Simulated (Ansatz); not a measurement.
`[F][In]([SH])[SH]` and `[OH][In]([SH])[SH]` differ in one atom or group.

Ansatz, PBE0-D4/def2-TZVP geometries, multiplicity 1. Each molecule was computed in one conformer, which needn't be the lowest.

Elements past krypton have def2 core potentials.

```
                                        property  `[F][In]([SH])[SH]`
           HOMO–LUMO gap (B3LYP/def2-TZVPP) / eV                 5.26
             HOMO–LUMO gap (PBE/def2-TZVPP) / eV                 3.73
           HOMO energy (ωB97M-V/def2-TZVPP) / eV               -10.09
           LUMO energy (ωB97M-V/def2-TZVPP) / eV                -0.21
size of the dipole moment (B3LYP/def2-TZVPP) / D                 2.26
  zero-point energy (PBE0-D4/def2-TZVP) / kJ/mol                 53.0
```

(1) What does the change do to each property? (Best estimate.)

## Answers

(1) Ansatz gave: 
| property | `[OH][In]([SH])[SH]` | shift |
| --- | --- | --- |
| HOMO–LUMO gap (B3LYP/def2-TZVPP) / eV | 5.34 | 0.08 |
| HOMO–LUMO gap (PBE/def2-TZVPP) / eV | 3.82 | 0.09 |
| HOMO energy (ωB97M-V/def2-TZVPP) / eV | -9.82 | 0.27 |
| LUMO energy (ωB97M-V/def2-TZVPP) / eV | 0.12 | 0.33 |
| size of the dipole moment (B3LYP/def2-TZVPP) / D | 0.66 | -1.60 |
| zero-point energy (PBE0-D4/def2-TZVP) / kJ/mol | 82.5 | 29.5 |

With PBE0 the HOMO rises by 0.28 eV and the LUMO rises by 0.37 eV, so the gap widens by about 0.09 eV. PBE moves the HOMO by 0.28 eV and ωB97M-V by 0.27 eV. The zero-point energy changes by 29.5 kJ/mol with +3 modes. Dipoles are sizes alone; their direction can turn.

B3LYP here is the variant with VWN-RPA as its local correlation; programs differ in this.
